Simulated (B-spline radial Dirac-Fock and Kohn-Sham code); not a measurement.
ΔSCF core binding energies without Breit or QED terms, calculated with a radial atomic solver.

A sound run for Sn³⁺ in the configuration [Kr] 4d10 5s1: The ground state converged in 10 iterations, with total energy -6174.34544 Ha, virial ratio 1.94964 and highest orbital energy -39.43 eV. ΔSCF binding energies: K (1s) 29335.5 eV, L3 (2p3/2) 3976.5 eV, M5 (3d5/2) 525.0 eV.

A second run, with one unsound setting: The ground state had not converged after 74 iterations, with total energy -6174.33971 Ha, virial ratio 1.94921 and highest orbital energy -39.21 eV. ΔSCF binding energies: K (1s) 29335.7 eV, L3 (2p3/2) 3976.6 eV, M5 (3d5/2) 525.2 eV (not all states converged, so these are not final).

```
iter   energy (Ha)        error
   1    -6162.11738592  1.76e+00
   2    -6170.29327904  5.68e-01
   3    -6170.62795945  5.42e-01
   4    -6170.93596798  5.17e-01
   5    -6171.21933723  4.93e-01
   6    -6171.47995258  4.70e-01
   7    -6171.71956217  4.48e-01
   8    -6171.93978656  4.27e-01
   9    -6172.14212760  4.07e-01
  17    -6173.26415889  2.76e-01
  25    -6173.82194429  1.88e-01
  33    -6174.09446089  1.31e-01
  41    -6174.22581101  9.02e-02
  49    -6174.28853129  6.23e-02
  57    -6174.31832400  4.33e-02
  65    -6174.33245498  3.05e-02
  73    -6174.33917039  2.16e-02
  74    -6174.33971155  2.07e-02
```

Question: Which fault fits the second run best?
A. overfilled shell
B. functional not served
C. box too small
D. damping too heavy

Answer: D. The input had damp = 0.97; ndamp = 100: damp is so close to 1 that the orbitals hardly move in each step.
